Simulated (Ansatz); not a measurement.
Total energies of ClFGaO (`[O][Ga]([F])[Cl]`) radical.

Z-matrix (Å, degrees):
```
Ga
O 1 1.793
Cl 1 2.103 2 121.6
F 1 1.733 2 117.5 3 -180.0
```

The species carries charge 0 and has multiplicity 2. Correlated methods include outer-core shells of Ga, which these sets cover unevenly. Scalar relativity is left out up to krypton. Geometry: relaxed with PBE0-D4/def2-TZVP. Basis def2-TZVPP, Ansatz 0.2.0.

RPA on PBE orbitals: Hartree–Fock energy of these orbitals -2557.14254 Eh, correlation -1.30234 Eh (frozen core).

| functional | energy without D4 (Eh) | D4 term (kJ/mol) |
| --- | --- | --- |
| PBE | -2559.60002 | -8.5 |
| BLYP | -2560.30797 | -18.2 |
| B97M-V | -2559.70403 | – |
| PBE0 | -2559.67349 | -7.2 |
| B3LYP | -2560.31368 | -14.0 |
| r2SCANh | -2560.11696 | -2.0 |
| HSE06 (plane-wave form) | -2559.65851 | -6.8 |
| BHLYP | -2560.16243 | -12.5 |
| CAM-B3LYP | -2560.34161 | -7.5 |
| LC-ωPBE | -2559.77421 | – |
| ωB97X-V | -2559.94518 | – |
| ωB97M-V | -2560.08614 | – |
| B2PLYP | -2559.66336 | – |
| PBE-QIDH | -2559.23266 | – |

(1) Give the same for LDA (SPW92), revPBE, r2SCAN, r2SCAN0. (Best estimate.)

B3LYP takes the VWN-RPA correlation (the form of Gaussian; ORCA's B3LYP/G). HSE06 is the plane-wave form, built on full-range PBE exchange. The double hybrids freeze the cores in their second-order part.

Results:

(1) Computed: 
```json
{"functional": "LDA (SPW92)", "energy without D4 (Eh)": "-2554.56277", "D4 term (kJ/mol)": "–"}
{"functional": "revPBE", "energy without D4 (Eh)": "-2559.96576", "D4 term (kJ/mol)": "-21.0"}
{"functional": "r2SCAN", "energy without D4 (Eh)": "-2560.13945", "D4 term (kJ/mol)": "-1.9"}
{"functional": "r2SCAN0", "energy without D4 (Eh)": "-2560.08511", "D4 term (kJ/mol)": "-2.3"}
```

LC-ωPBE has ω = 0.4 bohr⁻¹.
